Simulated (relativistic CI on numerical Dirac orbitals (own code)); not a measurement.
## Dy XXXI: sensitivity of the levels to the model

Base calculation: Dirac-Coulomb-Breit CI, KLI orbitals optimised for each configuration, model QED (radiative potential, 1s self-energy scaled to tabulated hydrogen-like ionisation energies), unscaled Slater integrals.

Configurations in the expansion (outside the closed core [Ar] 3d10): 4s²4p⁶, 4s²4p⁵4d, 4s4p⁶4d, 4s²4p⁵4f, 4s4p⁶4f, 4s²4p⁵5s, 4p⁶4d4f, 4s²4p⁵5p, 4s4p⁶5s, 4s²4p⁵5d, 4s4p⁶5p, 4s²4p⁵5f, 4s²4p⁵5g, 4s4p⁶5d, 4s²4p⁵6s, 4p⁶4f5s, 4s4p⁶5f, 4s²4p⁵6p, 4s4p⁶5g, 4s²4p⁵6d, 4s²4p⁵6f, 4p⁶4d², 4p⁵4d³, 4p⁵4d²4f, 4p⁵4d²5s, 4p⁵4d²5p, 4p⁶4f², 4p⁵4d4f², 4p⁵4f³, 4p⁵4f²5s, 4p⁵4f²5p, 4p⁶4d5s, 4p⁵4d4f5s, 4p⁵4d5s², 4p⁵4d5s5p. Double excitations out of closed p, d and f shells are left out; levels of such configurations are missing from the list, as are those of other unlisted configurations, and high levels can miss mixing partners. These lack a partner that the ground configuration has and come out too high: 4s²4p⁵5d, 4s²4p⁵5f, 4s²4p⁵5g, 4s²4p⁵6s, 4s²4p⁵6p.

Variants: (1) non-relativistic limit. Shifts of the energy above 4s²4p⁶ ¹S0, in cm⁻¹, for the lowest level and the first level of each name with at least 55 % of one term (blank where a level changes its place among those of its configuration and J or its character, or is not in the variant):

| Level | Base | Δ(1) |
| --- | --- | --- |
| 4s²4p⁶ ¹S0 | 0 | 0 |
| 4s²4p⁵4d ³P°0 | 973209 | -28396 |
| 4s²4p⁵4d ³P°1 | 999875 | -55061 |
| 4s²4p⁵4d ³F°3 | 1024216 | -54725 |
| 4s²4p⁵4d ³F°4 | 1080516 | -111025 |
| 4s²4p⁵4d ³D°3 | 1137263 | -111796 |
| 4s²4p⁵4d ³D°1 | 1231178 | -205711 |
| 4s²4p⁵4d ³F°2 | 1406541 |  |
| 4s²4p⁵4d ¹P°1 | 1583665 | -307992 |
| 4s4p⁶4d ³D1 | 2094880 | -460145 |
| 4s4p⁶4d ³D2 | 2121553 | -486818 |
| 4s4p⁶4d ³D3 | 2185787 | -551052 |
| 4s4p⁶4d ¹D2 | 2274710 | -549239 |
| 4s²4p⁵4f ³G4 | 2356291 | -125747 |

At this charge energies of transitions that change n are usually good to better than 1 %, and those within a shell (Δn = 0) to a few per cent.

Ionisation energy from the two ground configurations alone: base 1231.46 eV. The NIST ASD value (theoretical) is 1232 eV.

LS names give the leading component of a level, which can be under half, so a name can repeat, a term be missing and a line seem to break the LS rules.
